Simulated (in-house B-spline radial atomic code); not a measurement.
**RPA and G0W0 on Hartree-Fock: the manganese ion Mn⁺**

Configuration [Ar] 3d5 4s1, highest spin, mean-field start Hartree-Fock. Computed with an all-electron radial atomic-structure program (B-spline basis): all electrons, non-relativistic, point nucleus, each spin shell either full or empty, empty states to l = 9 with an (l + 1/2)⁻⁴ tail; G0W0 by contour deformation at full frequency.

Command:
```bash
python run_gw.py task.json out
```
Settings (radii: box in bohr, nucleus in fm):
```
Z                        25
electrons                24
configuration            [Ar] 3d5 4s1
hamiltonian              nr
method                   hf
lmax                     9
spin_polarised           True
box_radius               23.78
intervals                52
ion_configuration        [Ar] 3d5
```

Time taken, with all properties: 6.3 s on 1 thread of Arm Neoverse N1 (shared host).

Energies (hartree):

| term | value |
| --- | --- |
| mean-field total | -1149.65036 |
| Hartree-Fock functional on these orbitals | -1149.65036 |
| direct second order | -1.6132 |
| second-order exchange | 0.53656 |
| SOSEX correction | 0.49649 |

Question: What is the RPA correlation energy, and what remains with SOSEX?

Answer: RPA gives -1.4299 hartree (-1.62 eV per electron); RPA + SOSEX gives -0.93341, and the second-order doubles (MP2) -1.0767 hartree. RPA lacks exchange-type terms and so overcorrelates at short range.

Quasi-particle levels (eV):

```csv
level,occupied,mean field,Σx - vxc,Σc,QP weight,G0W0
4s up,yes,-14.803,0.00,?,?,?
3d up,yes,-25.398,0.00,1.04,0.932,-24.355
3p down,yes,-68.53,0.00,1.40,0.919,-67.13
4s down,no,-5.837,0.00,-1.10,0.967,-6.935
```

G0W0 = mean field + (Σx - vxc) + Σc, with Σc (partial-wave tail included) taken at the quasi-particle energy. Only the outer levels were computed. Levels of low weight are left out.

Question: Where does G0W0 put 4s up?

Answer: At -15.762 eV, with Σc = -0.96 eV and a quasi-particle weight of 0.969. The tabulated removal energy is 15.640 eV (NIST, measured); the calculation leaves out relativity, Breit and QED terms, and what these don't explain is the method's own error.

Question: What does it cost to remove one electron (to [Ar] 3d5) by differences of total energies, each species on its own start (correlation terms add to the Hartree-Fock functional)?

Answer: Hartree-Fock functional 14.687 eV, + RPA 15.662 eV, + RPA + SOSEX 15.212 eV, + second order 15.489 eV. Tabulated: 15.640 eV (NIST, measured); the calculation leaves out relativity, Breit and QED terms, and what these don't explain is the method's own error.
